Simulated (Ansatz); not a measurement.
Sb₂, charge +1, doublet, at a GFN2-xTB geometry (a state made from the parent by changing its charge; the spin is typed, not shown lowest) (all electrons, no relativity). Base run: B3LYP/3-21G run with Ansatz (a quantum-chemistry and plane-wave program).

The Ansatz input:
Ansatz 0.2 input:
```yaml
crystal:
  periodic: [false, false, false]
  atoms:
    - {symbol: Sb, position_ang: [-0.00000000, -0.00000000, -1.34486088]}
    - {symbol: Sb, position_ang: [0.00000000, 0.00000000, 1.34486088]}
basis:
  gaussian:
    orbitals: 3-21G.json
hamiltonian:
  xc: b3lyp
total_charge: 1
magnetization: {spin_polarized: true, initial_magnetization: 1}
```
The basis file holds 3-21G in the JSON format of the Basis Set Exchange.

The base run was repeated with changes; each row names its change, and settings that it needs were set with it.

| change | ΔE vs base (mEh) |
|---|---|
| base | 0.000 |
| occupation = up:Ag:13 Au:2 B1g:1 B1u:12 B2g:5 B2u:7 B3g:5 B3u:6 down:Ag:13 Au:2 B1g:2 B1u:12 B2g:5 B2u:6 B3g:5 B3u:5 | 1723.2 |
| symmetry_tolerance_ang = 0.01 | 0.000 |
| occupation = up:Ag:14 Au:2 B1g:2 B1u:11 B2g:5 B2u:6 B3g:5 B3u:6 down:Ag:13 Au:2 B1g:2 B1u:12 B2g:5 B2u:6 B3g:5 B3u:5 | 641.1 |
| occupation = up:Ag:13 Au:2 B1g:1 B1u:12 B2g:5 B2u:6 B3g:6 B3u:6 down:Ag:13 Au:2 B1g:2 B1u:12 B2g:5 B2u:6 B3g:5 B3u:5 | 1290.7 |
| occupation = up:Ag:13 Au:2 B1g:2 B1u:12 B2g:5 B2u:7 B3g:5 B3u:5 down:Ag:13 Au:2 B1g:2 B1u:12 B2g:5 B2u:6 B3g:5 B3u:5 | 510.1 |
| occupation = up:Ag:13 Au:2 B1g:2 B1u:12 B2g:5 B2u:6 B3g:5 B3u:6 down:Ag:13 Au:2 B1g:2 B1u:12 B2g:5 B2u:6 B3g:5 B3u:5 | 0.000 |
